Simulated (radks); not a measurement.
These are the eigenvalues of the occupied orbitals of an atom or ion with whole-number occupations (eV). All-electron calculation, scalar-relativistic Kohn-Sham, SCAN, spin-polarised, spherical densities, finite nucleus; meta-GGA in the generalised Kohn-Sham scheme; Fermi nuclear charge, rms radius of each element as measured or else 0.836 A^(1/3) + 0.57 fm. Program: a radial shooting solver on a logarithmic mesh with Libxc functionals.

orbital  eigenvalue
1s up     -80911.27
1s down   -80911.26
2s up     -14363.32
2s down   -14363.05
2p up     -12425.18
2p down   -12424.91
3s up     -3456.761
3s down   -3456.644
3p up     -2891.343
3p down   -2891.194
3d up     -2285.717
3d down   -2285.447
4s up     -811.9015
4s down   -811.3815
4p up     -625.6099
4p down   -625.1300
4d up     -401.0269
4d down   -400.4744
5s up     -181.3182
5s down   -177.5405
4f up     -152.6913
4f down   -151.9713
5p up     -131.2823
5p down   -126.9087
5d up      -72.2946
5d down    -67.8824

Which element is it, and in what charge state? The configuration may be excited. Open shells, if any, are filled with parallel spins first.

Answer. Z = 79, gold, charge +5: Au5+ in [Xe] 4f14 5d6. The list shows which subshells hold electrons but not how many an open one holds; the 1s level, -2973.4 hartree, gives Z - s = 77.1 by -(Z - s)^2/2, which with screening and relativity narrows Z to a few neighbours, and the depths of the outer levels then fix element, charge and occupations together.
